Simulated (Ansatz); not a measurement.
# Ligand exchange: HOCN + C2H10OSi2 → SiH3(CN) + C2H8O2Si

Gas-phase species: HOCN (cyanic acid) `N#CO`, singlet; C2H10OSi2 `CC[SiH](O)[SiH3]`, singlet; SiH3(CN) (silyl cyanide), singlet; C2H8O2Si `CC[SiH](O)O`, singlet. The partners trade OH for SiH3: C–OH and Si–SiH3 bonds give way to C–SiH3 and Si–OH.

Shapes, held fixed at every level: PBE0-D4/def2-TZVP. Flexible molecules stand in one conformer, not always the lowest. Programs: Ansatz 0.2.0. Electronic energies: no zero-point or thermal term.

(1) Estimate ΔE of this reaction.

Answers

(1) The highest level, CCSD(T)/CBS estimate, gives ΔE = -255.0 kJ/mol; the levels span -263.4 to -232.4. The column of differences is taken from that level and isn't an error. No measured value is set beside it here. The CBS estimate extrapolates MP2 from def2-TZVPP and def2-QZVPP and adds CCSD(T) − MP2 in the triple-zeta set, cores frozen.

```
               level                    kind  ΔE (kJ/mol)  less CCSD(T)/CBS estimate
r2SCAN-D4/def2-TZVPP                meta-GGA       -232.4                      +22.6
  wB97M-V/def2-TZVPP  range-separated hybrid       -249.5                       +5.5
  wB97X-V/def2-TZVPP  range-separated hybrid       -237.7                      +17.3
      MP2/def2-TZVPP     perturbation theory       -263.4                       -8.4
  CCSD(T)/def2-TZVPP   coupled cluster or CI       -250.8                       +4.2
     CCSD/def2-TZVPP   coupled cluster or CI       -254.1                       +0.9
CCSD(T)/CBS estimate   coupled cluster or CI       -255.0                        0.0
```
